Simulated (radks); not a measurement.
Spherical quantum dot in the effective-mass picture: electrons in a parabolic well V = omega^2 r^2 / 2 with omega = 0.098, with a point charge +2 (a donor) at the centre, all in effective atomic units (hartree* = m*/eps^2 hartree, bohr* = eps/m* bohr), one dielectric constant everywhere. Method: non-relativistic Kohn-Sham, LDA (Slater exchange, Perdew-Wang correlation), spin-polarised, spherical densities; computed with a radial shooting solver with Libxc functionals. Levels are named by radial order and angular momentum (1s, 1p, 1d, 2s, ...), and open shells are averaged over m. Results are scaled to m* = 0.324 and eps = 10.7, for which hartree* = 77.01 meV and bohr* = 1.748 nm. Each electron was tried in the lowest free levels, single moves between levels near the top were tried too, and the lowest total energy was kept; such a search can miss a lower state. At N = 1 the Hartree and exchange-correlation terms need not cancel, so that row can carry a self-interaction error.

\begin{tabular}{lrrrrr}
N & open shells & 2S & addition energy mu(N+1) - mu(N) (meV) & e(HOMO) (meV) & rms radius (nm) \\ \hline
1 & 1s(up 1, down 0) & 1 & 81.14 & -115.93 & 1.557 \\
2 & none & 0 & 82.99 & -42.988 & 1.959 \\
3 & 2s(up 1, down 0) & 1 & 12.64 & 20.322 & 5.117 \\
4 & none & 0 & 13.32 & 32.888 & 6.612 \\
5 & 1p(up 1, down 0) & 1 & 10.15 & 46.022 & 7.736 \\
6 & 1p(up 2, down 0) & 2 & 9.577 & 55.876 & 8.663 \\
7 & 1p(up 3, down 0) & 3 & 10.66 & 65.189 & 9.462 \\
8 & 1p(up 3, down 1) & 2 & 8.242 & 75.384 & 10.21 \\
9 & 1p(up 3, down 2) & 1 & 8.023 & 83.522 & 10.86 \\
10 & none & 0 & 11.05 & 91.428 & 11.45 \\
11 & 1d(up 1, down 0) & 1 & 7.194 & 102.17 & 12.06 \\
12 & 1d(up 2, down 0) & 2 & 7.053 & 109.29 & 12.60 \\
13 & 1d(up 3, down 0) & 3 & 6.913 & 116.27 & 13.10 \\
14 & 1d(up 4, down 0) & 4 & 6.777 & 123.12 & 13.56 \\
15 & 1d(up 5, down 0) & 5 & 7.835 & 129.83 & 13.99 \\
16 & 1d(up 5, down 1) & 4 & 6.376 & 137.52 & 14.40 \\
17 & 1d(up 5, down 2) & 3 & 6.288 & 143.85 & 14.79 \\
18 & 1d(up 5, down 3) & 2 & 6.198 & 150.10 & 15.16 \\
19 & 1d(up 5, down 4) & 1 & 6.109 & 156.25 & 15.51 \\
20 & none & 0 & 8.602 & 162.32 & 15.84 \\
21 & 1f(up 1, down 0) & 1 & 5.789 & 170.80 & 16.18 \\
22 & 1f(up 2, down 0) & 2 & 5.721 & 176.55 & 16.51 \\
23 & 1f(up 3, down 0) & 3 & 5.655 & 182.24 & 16.82 \\
24 & 1f(up 4, down 0) & 4 & 5.590 & 187.86 & 17.11 \\
25 & 1f(up 5, down 0) & 5 & 5.526 & 193.42 & 17.40 \\
26 & 1f(up 6, down 0) & 6 & 5.465 & 198.92 & 17.67 \\
27 & 1f(up 7, down 0) & 7 & 6.402 & 204.35 & 17.94 \\
28 & 1f(up 7, down 1) & 6 & 5.280 & 210.69 & 18.20 \\
29 & 1f(up 7, down 2) & 5 & - & 215.95 & 18.46 \\
\end{tabular}

All shells are closed at N = 2, 4, 10, 20 (there: 1s2 1p6 1d10 2s2); the second difference of the energy has clear peaks (12 % above both neighbours; the first and last values, which can be the largest, are not judged, and half-filled shells can peak too) at N = 10, 15, 20, 27.
